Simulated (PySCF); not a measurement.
**Spin-rotation constants: SMILES [H]/N=C\C#Cc1ccco1, C₇H₅NO**

Geometry:
```json
{"atom": "N1", "x (Å)": "4.067", "y (Å)": "-0.703", "z (Å)": "0.249"}
{"atom": "C2", "x (Å)": "3.310", "y (Å)": "0.306", "z (Å)": "0.309"}
{"atom": "C3", "x (Å)": "1.908", "y (Å)": "0.329", "z (Å)": "0.141"}
{"atom": "C4", "x (Å)": "0.711", "y (Å)": "0.238", "z (Å)": "-0.021"}
{"atom": "C5", "x (Å)": "-0.673", "y (Å)": "0.187", "z (Å)": "-0.200"}
{"atom": "C6", "x (Å)": "-1.492", "y (Å)": "-0.891", "z (Å)": "-0.455"}
{"atom": "C7", "x (Å)": "-2.799", "y (Å)": "-0.372", "z (Å)": "-0.543"}
{"atom": "C8", "x (Å)": "-2.686", "y (Å)": "0.973", "z (Å)": "-0.338"}
{"atom": "O9", "x (Å)": "-1.412", "y (Å)": "1.321", "z (Å)": "-0.131"}
{"atom": "H10", "x (Å)": "3.589", "y (Å)": "-1.583", "z (Å)": "0.059"}
{"atom": "H11", "x (Å)": "3.778", "y (Å)": "1.268", "z (Å)": "0.510"}
{"atom": "H12", "x (Å)": "-1.186", "y (Å)": "-1.911", "z (Å)": "-0.561"}
{"atom": "H13", "x (Å)": "-3.699", "y (Å)": "-0.920", "z (Å)": "-0.732"}
{"atom": "H14", "x (Å)": "-3.417", "y (Å)": "1.757", "z (Å)": "-0.316"}
```

Method: GIAO HF/pcSseg-1 magnetisability, rotational g tensor and spin-rotation constants, non-relativistic, gas phase in PySCF. Geometry: GFN2-xTB.

Task: Give the nuclear spin-rotation constants along the inertial axes (H = +C I·J) beside the isotropic shieldings.

Result: Rotational constants 7.6231, 0.6979, 0.6394 GHz. A star marks the isotopologue with that one atom substituted, in its own axes.
| atom | isotope | Caa (kHz) | Cbb (kHz) | Ccc (kHz) | mean (kHz) | σ (ppm) |
| --- | --- | --- | --- | --- | --- | --- |
| N1 | 14N | 1.530 | 0.251 | 0.018 | 0.600 | -120.2 |
| H10 | 1H | -0.589 | 0.114 | -0.081 | -0.185 | 20.6 |
| H11 | 1H | -0.559 | 0.054 | -0.062 | -0.189 | 24.3 |
| H12 | 1H | -0.579 | 0.058 | -0.073 | -0.198 | 24.6 |
| H13 | 1H | 0.242 | -0.025 | -0.073 | 0.048 | 25.4 |
| H14 | 1H | 0.100 | -0.010 | -0.066 | 0.008 | 24.4 |
| C2 | 13C* | 3.409 | 0.294 | 0.097 | 1.267 | 36.0 |
| C3 | 13C* | 0.648 | 0.204 | 0.235 | 0.362 | 98.5 |
| C4 | 13C* | 0.467 | 0.227 | 0.200 | 0.298 | 108.5 |
| C5 | 13C* | 3.516 | 0.223 | 0.115 | 1.285 | 50.2 |
| C6 | 13C* | 2.907 | 0.292 | 0.077 | 1.092 | 58.6 |
| C7 | 13C* | 3.221 | 0.213 | 0.072 | 1.169 | 76.1 |
| C8 | 13C* | 3.769 | 0.232 | 0.118 | 1.373 | 38.0 |
| O9 | 17O* | -3.071 | -0.248 | -0.055 | -1.125 | 50.0 |

For the geometry as given, no vibrational averaging.
